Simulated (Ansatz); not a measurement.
Relaxation of CH5ClGaO (9 atoms, charge 0, multiplicity 2), to a largest force component of 0.03 eV/Å in at most 50 steps.

The calculation used UKS PBE0-D4/def2-SVP (Ansatz 0.2.0).

```xyz
9
Properties=species:S:1:pos:R:3
Ga -0.060 -0.169 -0.222
H 0.198 -0.051 2.528
O 1.346 -0.442 -1.303
H 2.199 -0.565 -0.873
C -1.803 0.028 -1.154
H -2.394 -0.887 -0.999
H -2.361 0.886 -0.754
H -1.596 0.165 -2.225
Cl 0.049 0.081 3.850
```

Q: Where does it end, and by what steps?

A: The forces met the threshold. After 5 steps the energy has fallen by 0.045 eV; Cl9 moved furthest, 0.32 Å.

```tsv
step	energy less start (eV)	largest force component (eV/Å)	accepted
0	0.0000	0.992	yes
1	-0.0388	0.234	yes
2	-0.0373	0.201	no
3	-0.0439	0.056	yes
4	-0.0447	0.037	yes
5	-0.0448	0.020	yes
```

```xyz
9
Properties=species:S:1:pos:R:3
Ga -0.056 -0.176 -0.138
H 0.117 -0.060 2.223
O 1.370 -0.439 -1.195
H 2.222 -0.553 -0.763
C -1.793 0.031 -1.072
H -2.392 -0.880 -0.920
H -2.349 0.893 -0.677
H -1.582 0.167 -2.143
Cl 0.042 0.065 3.535
```

Whether the end is a true minimum wasn't checked by a vibrational analysis.

The run took 12 s on 4 threads of Arm Neoverse V2, on a shared host, peak memory 0.34 GiB.
